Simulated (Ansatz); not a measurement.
`CCC(C)(CC(C)(CC(C)(C)C(=O)OCc1ccccc1)C(=O)OC(C)(C)C)C(=O)OCC1CO1` with charge +1. The state is a doublet with charge 1. Geometry PBE-D4/def2-SVP; atoms count from 1.

Cartesian coordinates in Å:
```
C -0.445 -1.936 -5.024
C 0.057 -1.656 -3.605
C -0.580 -0.426 -2.879
C -0.139 0.888 -3.536
C -0.358 -0.481 -1.329
C 0.985 -0.100 -0.674
C 2.221 -0.692 -1.383
C 1.062 -0.661 0.800
C -0.059 -0.438 1.857
C -0.417 1.037 2.081
C -1.338 -1.278 1.623
C 0.543 -0.980 3.175
O 0.687 -0.322 4.193
O 0.876 -2.283 3.101
C 1.469 -2.841 4.299
C 0.580 -2.714 5.506
C 1.103 -2.234 6.735
C 0.286 -2.146 7.864
C -1.066 -2.529 7.780
C -1.597 -3.007 6.559
C -0.780 -3.104 5.433
C 1.138 1.443 -0.601
O 0.223 2.224 -0.830
O 2.373 1.795 -0.251
C 2.805 3.227 -0.167
C 2.000 3.942 0.918
C 4.278 3.100 0.222
C 2.646 3.873 -1.544
C -2.102 -0.633 -3.019
O -2.745 -1.425 -2.350
O -2.657 0.120 -3.991
C -4.062 -0.085 -4.244
C -4.390 0.642 -5.526
C -4.835 2.048 -5.525
O -5.772 0.975 -5.671
H 0.128 -2.772 -5.471
H -0.324 -1.061 -5.694
H -1.513 -2.234 -5.040
H 1.152 -1.497 -3.639
H -0.114 -2.555 -2.975
H -0.629 1.763 -3.073
H 0.958 1.018 -3.437
H -0.374 0.893 -4.616
H -1.130 0.165 -0.870
H -0.604 -1.518 -1.028
H 2.103 -1.786 -1.502
H 2.373 -0.252 -2.388
H 3.138 -0.500 -0.796
H 1.213 -1.755 0.697
H 2.007 -0.255 1.218
H -1.086 1.144 2.956
H -0.933 1.452 1.197
H 0.484 1.649 2.277
H -1.982 -1.257 2.526
H -1.099 -2.334 1.393
H -1.935 -0.865 0.790
H 1.633 -3.905 4.034
H 2.453 -2.362 4.479
H 2.157 -1.920 6.787
H 0.695 -1.769 8.813
H -1.713 -2.460 8.668
H -2.653 -3.310 6.504
H -1.188 -3.482 4.482
H 2.382 4.975 1.034
H 0.927 3.997 0.656
H 2.112 3.429 1.894
H 4.842 2.537 -0.548
H 4.728 4.106 0.318
H 4.385 2.576 1.192
H 1.581 3.960 -1.831
H 3.184 3.288 -2.316
H 3.083 4.891 -1.524
H -4.273 -1.172 -4.320
H -4.664 0.318 -3.403
H -3.908 0.242 -6.440
H -4.908 2.608 -4.573
H -4.679 2.664 -6.430
```

Single mean-field runs in def2-SVP are fitted with def2-universal-jkfit.

(1) Estimate the Mulliken populations of the heavy atoms from the PBE0/def2-SVP orbitals of Ansatz.

(2) Where does the spin sit?

(3) And the Mayer bond orders between bonded heavy atoms (over 0.3)?

Answers

(1) 
```csv
atom,charge (e),spin (α − β)
C1,-0.06,0.00
C2,-0.05,0.00
C3,-0.44,0.02
C4,0.06,0.00
C5,0.12,0.01
C6,-0.40,0.02
C7,0.02,0.00
C8,0.07,0.01
C9,-0.44,0.03
C10,0.05,0.00
C11,0.01,0.01
C12,0.32,-0.02
O13,-0.18,0.19
O14,-0.33,0.02
C15,0.27,-0.02
C16,-0.16,0.21
C17,0.05,0.09
C18,-0.01,-0.07
C19,0.03,0.25
C20,0.00,0.00
C21,0.02,0.01
C22,0.34,-0.01
O23,-0.25,0.08
O24,-0.34,0.01
C25,-0.16,0.00
C26,-0.03,0.00
C27,-0.01,0.00
C28,-0.02,0.00
C29,0.33,-0.01
O30,-0.24,0.08
O31,-0.33,0.01
C32,0.23,0.00
C33,-0.05,0.00
C34,0.13,0.00
O35,-0.32,0.05
```
Mulliken values and Mayer orders depend strongly on the basis.

(2) Summed by element: C 0.54, O 0.43, H 0.03, of 1 unpaired in all. Largest on single atoms: C19 0.25, C16 0.21, O13 0.19.

(3) C1–C2 1.10 (1.53 Å); C2–C3 0.99 (1.56 Å); C3–C4 1.05 (1.53 Å); C3–C5 0.99 (1.57 Å); C3–C29 0.88 (1.54 Å); C5–C6 1.01 (1.54 Å); C6–C7 1.04 (1.54 Å); C6–C8 1.00 (1.58 Å); C6–C22 0.86 (1.55 Å); C8–C9 0.97 (1.56 Å); C9–C10 1.06 (1.53 Å); C9–C11 1.01 (1.55 Å); C9–C12 0.86 (1.55 Å); C12–O13 1.97 (1.22 Å); C12–O14 1.15 (1.35 Å); O14–C15 0.89 (1.45 Å); C15–C16 1.05 (1.50 Å); C16–C17 1.27 (1.42 Å); C16–C21 1.28 (1.42 Å); C17–C18 1.45 (1.40 Å); C18–C19 1.33 (1.41 Å); C19–C20 1.28 (1.41 Å); C20–C21 1.48 (1.39 Å); C22–O23 1.92 (1.22 Å); C22–O24 1.23 (1.33 Å); O24–C25 0.77 (1.50 Å); C25–C26 1.05 (1.53 Å); C25–C27 1.05 (1.53 Å); C25–C28 1.05 (1.53 Å); C29–O30 1.98 (1.22 Å); C29–O31 1.18 (1.35 Å); O31–C32 0.86 (1.44 Å); C32–C33 1.02 (1.51 Å); C33–C34 1.07 (1.48 Å); C33–O35 0.95 (1.43 Å); C34–O35 0.96 (1.43 Å).
